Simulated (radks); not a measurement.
Ionisation of the phosphorus ion P3+, [Ne] 3s2, to [Ne] 3s1 as the strength of local exchange is varied. Calculated with a radial shooting solver on a logarithmic mesh with Libxc functionals: non-relativistic Kohn-Sham, Slater X-alpha exchange (alpha = 2/3 is LDA exchange), no correlation, spin-polarised, spherical densities, point nucleus.

\begin{tabular}{lrrrrr}
alpha & E(P3+) (hartree) & exchange (hartree) & IE (eV) & -e of the level emptied (eV) & <r> of it (bohr) \\ \hline
0.555 & -333.47198 & -16.34997 & 48.221 & 42.592 (3s) & 1.707 \\
0.641 & -336.01276 & -18.99193 & 49.339 & 43.853 (3s) & 1.686 \\
0.667 & -336.78377 & -19.79639 & 49.679 & 44.238 (3s) & 1.680 \\
0.714 & -338.18089 & -21.25735 & 50.297 & 44.938 (3s) & 1.670 \\
0.826 & -341.52771 & -24.77379 & 51.786 & 46.627 (3s) & 1.645 \\
0.978 & -346.10929 & -29.62496 & 53.839 & 48.968 (3s) & 1.612 \\
0.991 & -346.50324 & -30.04407 & 54.017 & 49.171 (3s) & 1.610 \\
\end{tabular}

NIST Atomic Spectra Database: 51.444 eV (measured). The Delta-SCF value meets it near alpha = 0.80.
